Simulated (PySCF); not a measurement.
**A small calculation by hand: refractive index and permittivity of the vapour**

C₃H₅ClOSi, SMILES Cl[Si@@H]1CC=CO1.

Coordinates come from a B3LYP-D3(BJ)/def2-SVP optimisation. The structure was generated by enumeration; whether it is a known compound was not checked. Other conformers were not sampled.

PySCF with PBE/def2-TZVP gives a mean static polarisability of 71.8 bohr³ and a dipole moment of 1.87 D. Take an ideal gas at 298.15 K and 1 bar, whether or not the substance is that volatile.

Question: Work out n − 1 in the optical limit and the static ε − 1.

Answer: 
Polarisability volume α' = 71.8 × 0.148185 = 10.64 Å³. Number density N = p/kT = 2.43e-5 Å⁻³.
Dilute limit of Lorentz–Lorenz: n − 1 = 2π N α' = 0.0016.
Orientation term of Debye: μ²/(3kT) = 8.098 Å³ × μ²(D²) = 28.32 Å³.
ε − 1 = 4π N (α' + μ²/3kT) = 0.012. Orientation of the dipole supplies 73 % of the static response; it can't follow optical fields. Vibrational polarisation and dispersion are left out.
